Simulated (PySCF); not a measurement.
Species: C2H6OSeSi.
Geometry (PBE0-D3(BJ)/def2-SVP, Å), atoms numbered from 1 in this order:
```xyz
11
C2H6OSeSi angstrom
C     -1.6277    0.1729   -0.5003
C     -0.1517   -0.1115   -0.4778
O      0.4036   -0.6871   -1.3855
Si     0.8803    0.4836    1.0775
Se     2.9966   -0.1579    0.6038
H     -1.7975    1.2600   -0.4338
H     -2.1103   -0.2789    0.3817
H     -2.0772   -0.2228   -1.4216
H      0.7141    1.9626    1.2226
H      0.3074   -0.1510    2.3045
H      2.4194   -0.7111   -0.6466
```

Computed, not measured: TDDFT CAM-B3LYP/def2-SVPD, vertical, gas phase, core orbitals frozen in the response (PySCF 2.14.0, density-fitted response routines). The CAM-B3LYP/def2-SVPD calculation is non-relativistic and has no spin–orbit coupling, an omission that weighs most on selenium.

Computed states:

| state | E (eV) | f |
| --- | --- | --- |
| S1 | 3.74 | 0.0005 |
| S2 | 5.18 | 0.0064 |
| S3 | 5.45 | 0.0077 |
| S4 | 5.62 | 0.022 |
| S5 | 6.47 | 0.026 |
| S6 | 6.50 | 0.0092 |
| S7 | 6.78 | 0.011 |
| S8 | 6.89 | 0.0002 |
| S9 | 7.05 | 0.201 |
| S10 | 7.23 | 0.0047 |

Each state is given a Gaussian of 0.3 eV full width at half maximum, with ε(max) = 2.175×10⁸ f / Δν̃ (Δν̃ the width in cm⁻¹). The width is an assumption, not a result. The curve ends short of the highest state used, and states not computed would add to its high-energy end.

Q: What does the envelope look like, and where are its maxima?

A: 
(E (eV), ε (L mol⁻¹ cm⁻¹)): (3.29, 0), (3.39, 1), (3.48, 5), (3.58, 20), (3.67, 38), (3.77, 44), (3.87, 27), (3.96, 11), (4.06, 2), (4.15, 0), (4.25, 0), (4.34, 0), (4.44, 0), (4.53, 0), (4.63, 0), (4.72, 1), (4.82, 10), (4.91, 59), (5.01, 233), (5.10, 482), (5.20, 676), (5.29, 779), (5.39, 1142), (5.49, 1832), (5.58, 2270), (5.68, 1905), (5.77, 1030), (5.87, 299), (5.96, 59), (6.06, 20), (6.15, 113), (6.25, 628), (6.34, 1748), (6.44, 3066), (6.53, 3112), (6.63, 2187)

Maxima: 331 nm (3.74 eV), ε about 45, made up of S1 (100%); 222 nm (5.59 eV), ε about 2300, made up of S3 (16%) and S4 (84%); 191 nm (6.49 eV), ε about 3300, made up of S5 (72%) and S6 (25%) (ε in L mol⁻¹ cm⁻¹; maxima over ε = 5, shares over 10%).

Q: On this curve, what absorbance would a 10⁻⁵ mol/L sample give at 222 nm over a 1 cm path?

A: 222 nm is 5.585 eV, where ε is about 2300 L mol⁻¹ cm⁻¹, so A = ε c l ≈ 0.023 (Beer–Lambert, with the gas-phase spectrum and the assumed width).

Q: Does any computed singlet lie in the visible range?

A: No computed singlet lies in the visible range (380 to 750 nm); the lowest, at 331 nm, stands 0.48 eV above its violet end (3.26 eV); a Tamm–Dancoff triplet lies at 398 nm, without intensity as long as spin–orbit coupling is left out.

Q: Coming from long wavelengths, where does ε first pass 100 L mol⁻¹ cm⁻¹?

A: At about 251 nm (4.94 eV), 1.20 eV above S1.

The vertical ionisation energy (ΔSCF) is 9.22 eV, 1.99 eV above S10.

The run took 94 s of wall time (with the writing of density and orbital grids) on Arm Neoverse V1, one thread, shared host with 32 logical CPUs at a one-minute load of 26, and the process peaked at 0.96 GiB of memory.

One conformer stands for the species.
